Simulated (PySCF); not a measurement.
PySCF input file for In(OH)(OMe)(NH2) (CH6InNO2), SMILES C[O][In]([NH2])[OH], TDA-PBE/def2-SVPD. The structure is a stationary point at B3LYP-D3(BJ)/def2-SVP. The structure was generated by enumeration; whether it is a known compound was not checked. The def2 effective core potentials stand for the cores of In; spin–orbit coupling is left out. The values are those of a single conformer.

```python
import numpy as np
from pyscf import gto, scf, dft, tdscf

mol = gto.M(
    atom='''
    In   -0.03141538    0.15002604    0.27538395
    O    -1.51471916   -1.09975886    0.80682558
    H    -1.96723203   -0.79622257    1.60641717
    O     0.78878789   -0.22326340   -1.51478352
    C     0.43610164   -1.32748771   -2.30896230
    H    -0.65631472   -1.43491690   -2.46021608
    H     0.89404870   -1.20573582   -3.30834769
    H     0.80353660   -2.28950097   -1.89775167
    N     0.52474080    1.85478475    1.26187140
    H     1.44726220    2.18239958    0.97279640
    H     0.53570767    1.75831170    2.27762546
    ''',
    basis='def2-SVPD',
    ecp={'In': 'def2-svp'},
    charge=0,
    spin=0,
    max_memory=1600,
    verbose=4,
)
mf = dft.RKS(mol, xc='pbe').density_fit(auxbasis='def2-universal-jkfit')
mf.grids.level = 3
mf.conv_tol = 1e-9
mf.max_cycle = 100
mf.kernel()
mf.grids = dft.Grids(mol).set(level=1).build(with_non0tab=True)  # coarser grid for the response kernel
td = tdscf.TDA(mf)
td.singlet = True
td.nstates = 10
td.conv_tol = 1e-4
td.positive_eig_threshold = 1e-6
td.kernel(x0=td.get_init_guess(mf, 15))
td.analyze()
tt = tdscf.TDA(mf)
tt.singlet = False
tt.nstates = 4
tt.conv_tol = 1e-4
tt.positive_eig_threshold = 1e-6
tt.kernel(x0=tt.get_init_guess(mf, 9))
tt.analyze(verbose=3)
```

Log of the run:

```
PySCF version 2.14.0

[INPUT] verbose = 4
[INPUT] num. atoms = 11
[INPUT] num. electrons = 56
[INPUT] charge = 0
[INPUT] spin (= nelec alpha-beta = 2S) = 0
[INPUT] symmetry False subgroup None
[INPUT] Mole.unit = angstrom
[INPUT] Symbol           X                Y                Z      unit          X                Y                Z       unit  Magmom
[INPUT]  1 In    -0.031415380000   0.150026040000   0.275383950000 AA   -0.059366464299   0.283508127153   0.520400244601 Bohr   0.0
[INPUT]  2 O     -1.514719160000  -1.099758860000   0.806825580000 AA   -2.862404368031  -2.078243048464   1.524679376493 Bohr   0.0
[INPUT]  3 H     -1.967232030000  -0.796222570000   1.606417170000 AA   -3.717529760172  -1.504642591497   3.035688493099 Bohr   0.0
[INPUT]  4 O      0.788787890000  -0.223263400000  -1.514783520000 AA    1.490593082474  -0.421906679639  -2.862525990805 Bohr   0.0
[INPUT]  5 C      0.436101640000  -1.327487710000  -2.308962300000 AA    0.824112662074  -2.508588205626  -4.363306378946 Bohr   0.0
[INPUT]  6 H     -0.656314720000  -1.434916900000  -2.460216080000 AA   -1.240255072321  -2.711599952510  -4.649134598451 Bohr   0.0
[INPUT]  7 H      0.894048700000  -1.205735820000  -3.308347690000 AA    1.689507185023  -2.278510478378  -6.251871058937 Bohr   0.0
[INPUT]  8 H      0.803536600000  -2.289500970000  -1.897751670000 AA    1.518464105064  -4.326529795226  -3.586230908736 Bohr   0.0
[INPUT]  9 N      0.524740800000   1.854784750000   1.261871400000 AA    0.991616398385   3.505035197520   2.384591350421 Bohr   0.0
[INPUT] 10 H      1.447262200000   2.182399580000   0.972796400000 AA    2.734929188436   4.124137500566   1.838318770963 Bohr   0.0
[INPUT] 11 H      0.535707670000   1.758311700000   2.277625460000 AA    1.012340779129   3.322727554618   4.304088333737 Bohr   0.0

nuclear repulsion = 269.700762084777
number of shells = 70
number of NR pGTOs = 253
number of NR cGTOs = 166
basis = def2-SVPD
ecp = {'In': 'def2-svp'}


******** <class 'pyscf.df.df_jk.DFRKS'> ********
method = DFRKS
initial guess = minao
damping factor = 0
level_shift factor = 0
DIIS = <class 'pyscf.scf.diis.CDIIS'>
diis_start_cycle = 1
diis_space = 8
diis_damp = 0
SCF conv_tol = 1e-09
SCF conv_tol_grad = None
SCF max_cycles = 100
direct_scf = False
XC library pyscf.dft.libxc version 7.1.2
    S. Lehtola, C. Steigemann, M. J. T. Oliveira, and M. A. L. Marques,  SoftwareX 7, 1–5 (2018)
XC functionals = pbe
    J. P. Perdew, K. Burke, and M. Ernzerhof,  Phys. Rev. Lett. 77, 3865 (1996)
    J. P. Perdew, K. Burke, and M. Ernzerhof,  Phys. Rev. Lett. 78, 1396 (1997)
    J. P. Perdew, K. Burke, and M. Ernzerhof,  Phys. Rev. Lett. 77, 3865 (1996)
    J. P. Perdew, K. Burke, and M. Ernzerhof,  Phys. Rev. Lett. 78, 1396 (1997)
radial grids:
    Treutler-Ahlrichs [JCP 102, 346 (1995); DOI:10.1063/1.469408] (M4) radial grids

becke partition: Becke, JCP 88, 2547 (1988); DOI:10.1063/1.454033
pruning grids: <function nwchem_prune>
grids dens level: 3
symmetrized grids: False
atomic radii adjust function: <function treutler_atomic_radii_adjust>
small_rho_cutoff = 0
Set gradient conv threshold to 3.16228e-05
Initial guess from minao.
tot grids = 136912
init E= -415.388004994844
  HOMO = -0.608007533923936  LUMO = -0.593083290807135  gap/eV = 0.40611
cycle= 1 E= -434.725152230961  delta_E= -19.3  |g|= 2.69  |ddm|= 16.6
  HOMO = 0.0442964698500568  LUMO = 0.0829533151894055  gap/eV = 1.05191
cycle= 2 E= -372.338614742318  delta_E= 62.4  |g|= 10.3  |ddm|= 84.3
  HOMO = -0.190247018971169  LUMO = -0.181429276291491  gap/eV = 0.23994
cycle= 3 E= -435.81994692053  delta_E= -63.5  |g|= 1.69  |ddm|=   84
  HOMO = -0.213525418003421  LUMO = -0.141373398491819  gap/eV = 1.96336
cycle= 4 E= -435.767659663829  delta_E= 0.0523  |g|= 1.99  |ddm|= 3.92
  HOMO = -0.251622213790598  LUMO = -0.107934254906084  gap/eV = 3.90995
cycle= 5 E= -436.585720412959  delta_E= -0.818  |g|= 0.388  |ddm|= 1.84
  HOMO = -0.199498693956486  LUMO = -0.0904768594680938  gap/eV = 2.96664
cycle= 6 E= -436.541407525583  delta_E= 0.0443  |g|= 0.596  |ddm|= 1.12
  HOMO = -0.20761285095313  LUMO = -0.0997330152143689  gap/eV = 2.93556
cycle= 7 E= -436.618370447811  delta_E= -0.077  |g|= 0.0943  |ddm|= 0.693
  HOMO = -0.215803153548956  LUMO = -0.0996698841753982  gap/eV = 3.16015
cycle= 8 E= -436.620090985445  delta_E= -0.00172  |g|= 0.0569  |ddm|= 0.127
  HOMO = -0.217360884390084  LUMO = -0.0982796621302384  gap/eV = 3.24037
cycle= 9 E= -436.620792860102  delta_E= -0.000702  |g|= 0.0194  |ddm|= 0.0769
  HOMO = -0.217760221120966  LUMO = -0.0978643015696115  gap/eV = 3.26253
cycle= 10 E= -436.620863523003  delta_E= -7.07e-05  |g|= 0.00763  |ddm|= 0.0269
  HOMO = -0.218483124092086  LUMO = -0.0979832873537241  gap/eV = 3.27897
cycle= 11 E= -436.620878952285  delta_E= -1.54e-05  |g|= 0.00105  |ddm|= 0.00925
  HOMO = -0.21843310888237  LUMO = -0.097930164483234  gap/eV = 3.27905
cycle= 12 E= -436.620879227863  delta_E= -2.76e-07  |g|= 0.0002  |ddm|= 0.00145
  HOMO = -0.218446829776611  LUMO = -0.0979346163741823  gap/eV = 3.27930
cycle= 13 E= -436.620879238336  delta_E= -1.05e-08  |g|= 4.35e-05  |ddm|= 0.000329
  HOMO = -0.218447357771716  LUMO = -0.0979321996683566  gap/eV = 3.27938
cycle= 14 E= -436.62087923882  delta_E= -4.84e-10  |g|= 1.68e-05  |ddm|= 8.9e-05
  HOMO = -0.218451377163959  LUMO = -0.0979346742337981  gap/eV = 3.27943
Extra cycle  E= -436.620879238696  delta_E= 1.24e-10  |g|= 2.96e-05  |ddm|= 6.43e-05
converged SCF energy = -436.620879238696
tot grids = 43584
Overwritten attributes  positive_eig_threshold  of <class 'pyscf.tdscf.rks.TDA'>


******** <class 'pyscf.tdscf.rks.TDA'> for <class 'pyscf.df.df_jk.DFRKS'> ********
nstates = 10 singlet
deg_eia_thresh = 1.000e-03
wfnsym = None
conv_tol = 0.0001
eigh lindep = 1e-12
eigh level_shift = 0
eigh max_cycle = 100


Excitation energies (eV)
[3.40216502 4.04689998 4.22734227 4.67877914 5.17688952 5.30985209
 5.48971291 5.77477341 5.8685314  5.88100451]

** Singlet excitation energies and oscillator strengths **
Excited State   1:      3.40217 eV    364.43 nm  f=0.0033
      27 -> 29       -0.10912
      28 -> 29       -0.69683
Excited State   2:      4.04690 eV    306.37 nm  f=0.0427
      27 -> 29       -0.65496
      28 -> 30       -0.17564
Excited State   3:      4.22734 eV    293.29 nm  f=0.0288
      25 -> 29        0.10168
      26 -> 29       -0.65807
      28 -> 30       -0.14609
Excited State   4:      4.67878 eV    264.99 nm  f=0.0416
      25 -> 29        0.68356
Excited State   5:      5.17689 eV    239.50 nm  f=0.0678
      24 -> 29       -0.14903
      26 -> 30       -0.13858
      27 -> 29       -0.13350
      27 -> 30       -0.23045
      27 -> 31       -0.10114
      28 -> 30        0.58277
Excited State   6:      5.30985 eV    233.50 nm  f=0.0291
      24 -> 29        0.11548
      26 -> 30        0.28729
      27 -> 30        0.55804
      28 -> 30        0.25456
Excited State   7:      5.48971 eV    225.85 nm  f=0.0356
      24 -> 29        0.50430
      25 -> 30        0.17830
      26 -> 30       -0.43983
Excited State   8:      5.77477 eV    214.70 nm  f=0.0107
      28 -> 31        0.69060
Excited State   9:      5.86853 eV    211.27 nm  f=0.0280
      24 -> 29       -0.16780
      25 -> 30       -0.15926
      26 -> 30       -0.20713
      27 -> 30        0.16743
      28 -> 32       -0.58113
Excited State  10:      5.88100 eV    210.82 nm  f=0.0537
      23 -> 29        0.10982
      24 -> 29        0.23495
      24 -> 30        0.11345
      25 -> 30        0.21650
      26 -> 30        0.32308
      27 -> 30       -0.23087
      28 -> 31       -0.10553
      28 -> 32       -0.40038

** Transition electric dipole moments (AU) **
state          X           Y           Z        Dip. S.      Osc.
  1        -0.0905     -0.0785     -0.1598      0.0399      0.0033
  2        -0.1788      0.4299      0.4621      0.4303      0.0427
  3        -0.2621     -0.2618      0.3747      0.2776      0.0288
  4        -0.2794      0.4761     -0.2414      0.3630      0.0416
  5        -0.2518      0.4006      0.5576      0.5348      0.0678
  6        -0.1543      0.1957      0.4019      0.2236      0.0291
  7         0.3290      0.1823      0.3505      0.2643      0.0356
  8        -0.0836      0.2218     -0.1385      0.0754      0.0107
  9        -0.1652     -0.3988     -0.0933      0.1950      0.0280
 10         0.2356      0.5497      0.1236      0.3730      0.0537

WARN: ECP detected. Skipping calculation of transition velocity and magnetic dipole moments, which have not yet been implemented.



******** <class 'pyscf.tdscf.rks.TDA'> for <class 'pyscf.df.df_jk.DFRKS'> ********
nstates = 4 triplet
deg_eia_thresh = 1.000e-03
wfnsym = None
conv_tol = 0.0001
eigh lindep = 1e-12
eigh level_shift = 0
eigh max_cycle = 100


Excitation energies (eV)
[3.13159784 3.4493299  3.64344137 4.22943864]

** Triplet excitation energies and oscillator strengths **
Excited State   1:      3.13160 eV    395.91 nm  f=0.0000
Excited State   2:      3.44933 eV    359.44 nm  f=0.0000
Excited State   3:      3.64344 eV    340.29 nm  f=0.0000
Excited State   4:      4.22944 eV    293.15 nm  f=0.0000
```

Self-consistency was reached.
